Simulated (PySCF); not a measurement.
## Polarisability and C₆ of Sb³⁺ (antimony, charge +3)

[Kr] 4d10 5s2, closed-shell 1S. Calculation: PySCF 2.14, in aug-cc-pwCVTZ-DK3; scalar relativity by spin-free X2C-1e. Coupled (time-dependent) response in atomic units; α is the mean over directions.

```
 method  mean α (bohr³)  C₆ (like pair)  S(−4)
    UHF           12.16           59.43  62.71
    PBE           10.29           49.23  41.94
   PBE0           10.74           51.59  46.60
  M06-L           10.56           51.08  43.81
r2SCANh           11.15           55.43  48.10
```

S(−4) is the Cauchy moment in α(ω) = α(0) + S(−4) ω² + …

α(iu) at r2SCANh:

```json
{"u (hartree)": "0", "α(iu) (bohr³)": "11.15"}
{"u (hartree)": "0.0500", "α(iu) (bohr³)": "11.03"}
{"u (hartree)": "0.100", "α(iu) (bohr³)": "10.70"}
{"u (hartree)": "0.200", "α(iu) (bohr³)": "9.561"}
{"u (hartree)": "0.300", "α(iu) (bohr³)": "8.203"}
{"u (hartree)": "0.500", "α(iu) (bohr³)": "5.897"}
{"u (hartree)": "0.750", "α(iu) (bohr³)": "4.149"}
{"u (hartree)": "1.00", "α(iu) (bohr³)": "3.166"}
{"u (hartree)": "1.50", "α(iu) (bohr³)": "2.142"}
{"u (hartree)": "2.00", "α(iu) (bohr³)": "1.601"}
{"u (hartree)": "3.00", "α(iu) (bohr³)": "1.014"}
{"u (hartree)": "5.00", "α(iu) (bohr³)": "0.5096"}
```

A single London oscillator, α(iu) = α/(1 + u²/ω²), gives C₆ = (3/4) ω α². Matching the computed C₆ needs ω = 4 × 55.43 / (3 × 11.15²) = 0.594 hartree.

For an ion, C₆ is the dispersion term alone; charge-induced terms of lower order in 1/R come first.
